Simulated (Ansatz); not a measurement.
Compare A (`C[SiH2]NC=S`) with its isomer B (`SC[SiH]1CN1`).

Calculated with Ansatz (gas phase, PBE0-D4/def2-TZVP geometries, no zero-point term in ΔE). CBS: MP2 limit from def2 TZ/QZ plus the TZ coupled-cluster correction, frozen cores. Functionals use def2-TZVPP. B3LYP here is the variant with VWN-RPA as its local correlation; programs differ in this. Each species was taken in one conformer, which may not be the lowest.

(1) Which isomer does CCSD(T)/CBS put lower? Give the gap. (Best estimate.)

(2) Give E(B) − E(A) in kJ/mol with MP2/def2-TZVPP, B3LYP, CCSD(T)/def2-TZVPP, HF/def2-TZVPP, r2SCAN-D4, PBE0-D4, B2PLYP. (Best estimate.)

Largest T1 diagnostic: 0.016.

Results:

(1) Computed: A, by 153.5 kJ/mol.

(2) The calculation gave: MP2/def2-TZVPP 155.6, B3LYP 166.8, CCSD(T)/def2-TZVPP 156.3, HF/def2-TZVPP 177.8, r2SCAN-D4 158.6, PBE0-D4 148.7, B2PLYP 165.4. None reverses the order clearly.

From PBE to PBE0 (25 % exact exchange), in def2-TZVPP and without D4, E(B) − E(A) moves by −3.5 kJ/mol. In def2-TZVPP, CCSD(T) changes the Hartree–Fock value by −21.5 kJ/mol (the triples alone add +2.3 kJ/mol) and MP2 by −22.2 kJ/mol.
